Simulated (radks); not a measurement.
The numbers below are computed, except where a source is named.
Valence configurations of the rhenium ion Re2+ (all share [Xe]). Level of theory: Dirac Kohn-Sham, PBE, spin-unpolarised, spherical densities, finite nucleus; open shells fill j = l - 1/2 first; Fermi nuclear charge, rms radius 5.3698 fm (a radial shooting solver on a logarithmic mesh with Libxc functionals). Energies are relative to 4f14 5d5; eigenvalues in eV.

[
 {"valence": "4f14 5d5", "E (eV)": "0.000", "e(4f5/2)": "-59.706", "e(4f7/2)": "-57.195", "e(5d3/2)": "-21.746", "e(5d5/2)": "-20.774", "e(6p1/2)": "-"},
 {"valence": "4f12 5d5 6p2", "E (eV)": "111.50", "e(4f5/2)": "-89.594", "e(4f7/2)": "-86.883", "e(5d3/2)": "-31.922", "e(5d5/2)": "-30.533", "e(6p1/2)": "-17.781"},
 {"valence": "4f13 5d5 6p1", "E (eV)": "49.223", "e(4f5/2)": "-74.197", "e(4f7/2)": "-71.587", "e(5d3/2)": "-26.683", "e(5d5/2)": "-25.505", "e(6p1/2)": "-15.995"},
 {"valence": "4f14 5d4 6s1", "E (eV)": "1.278", "e(4f5/2)": "-62.878", "e(4f7/2)": "-60.365", "e(5d3/2)": "-23.915", "e(5d5/2)": "-", "e(6p1/2)": "-"},
 {"valence": "4f11 5d5 6p3", "E (eV)": "189.51", "e(4f5/2)": "-106.27", "e(4f7/2)": "-103.46", "e(5d3/2)": "-37.841", "e(5d5/2)": "-36.232", "e(6p1/2)": "-19.762"},
 {"valence": "4f10 5d5 6s1 6p3", "E (eV)": "272.67", "e(4f5/2)": "-122.14", "e(4f7/2)": "-119.22", "e(5d3/2)": "-42.645", "e(5d5/2)": "-40.832", "e(6p1/2)": "-20.957"},
 {"valence": "4f13.5 5d5.5", "E (eV)": "19.238", "e(4f5/2)": "-64.643", "e(4f7/2)": "-62.083", "e(5d3/2)": "-22.564", "e(5d5/2)": "-21.531", "e(6p1/2)": "-"},
 {"valence": "4f12.5 5d5.5 6p1", "E (eV)": "73.352", "e(4f5/2)": "-79.437", "e(4f7/2)": "-76.778", "e(5d3/2)": "-27.565", "e(5d5/2)": "-26.324", "e(6p1/2)": "-16.141"},
 {"valence": "4f14 5d4 6p1", "E (eV)": "7.377", "e(4f5/2)": "-64.042", "e(4f7/2)": "-61.529", "e(5d3/2)": "-24.893", "e(5d5/2)": "-", "e(6p1/2)": "-15.671"},
 {"valence": "4f13 5d5 6s1", "E (eV)": "42.934", "e(4f5/2)": "-73.040", "e(4f7/2)": "-70.430", "e(5d3/2)": "-25.688", "e(5d5/2)": "-24.526", "e(6p1/2)": "-"}
]

NIST lists [Xe] 4f14 5d5 as the ground configuration; this level of theory agrees among the configurations tried. The energies are those of spherical spin-averaged densities, not of single terms.
